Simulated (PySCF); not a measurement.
Compound: C6H5FO.
InChI=1S/C6H5FO/c7-5-2-1-3-6(8)4-5/h1-4,8H

Torsions of this conformer, `[OH:1][c:2]1[cH:3][cH:4][cH:5][c:6]([F:7])[cH:8]1`: H–O1–C2–C3 180°.

The closed-shell ground state was solved at several levels (PySCF, density fitting, gas phase, non-relativistic). Geometry: PBE0-D3(BJ)/def2-TZVP, one conformer, isolated molecule.

```json
{"level": "B97-2/pcSseg-2", "basis functions": "358", "total energy (Eh)": "-406.7282", "HOMO (eV)": "-6.53", "LUMO (eV)": "-0.44", "gap (eV)": "6.09", "dipole (D)": "0.85"}
{"level": "PBE0/pcSseg-2", "basis functions": "358", "total energy (Eh)": "-406.4206", "HOMO (eV)": "-6.78", "LUMO (eV)": "-0.42", "gap (eV)": "6.36", "dipole (D)": "0.85"}
{"level": "wB97X-D/pcSseg-2", "basis functions": "358", "total energy (Eh)": "-406.7330", "HOMO (eV)": "-8.53", "LUMO (eV)": "1.33", "gap (eV)": "9.86", "dipole (D)": "0.81"}
```

(1) Estimate the row for KT3/pcSseg-2, a basis of 358 functions; the other rows only guide the guess.

(2) Over all these levels, which gives the widest orbital gap and which the narrowest?

(3) In the pcSseg-2 basis, how does the gap go with the fixed share of exact exchange?

(4) How far do the dipole and the HOMO energy spread over the levels?

Answers

(1) Total energy -412.8521 Eh, HOMO -5.73 eV, LUMO -1.23 eV, gap 4.50 eV, dipole 0.89 D.

(2) wB97X-D/pcSseg-2 (range-separated hybrid) has the widest, 9.86 eV, and KT3/pcSseg-2 (GGA) the narrowest, 4.50 eV. From the narrowest to the widest the HOMO moves by -2.80 eV and the LUMO by +2.56 eV.

(3) KT3 (0 %) 4.50 eV; B97-2 (21 %) 6.09 eV; PBE0 (25 %) 6.36 eV. Each rise in the share widens the gap here.

(4) The dipole runs from 0.81 to 0.89 D (mean 0.85 D) and the HOMO from -8.53 to -5.73 eV.

The pairwise dispersion term of wB97X-D wasn't added to the energies; at a given geometry it leaves orbitals and properties as they are.
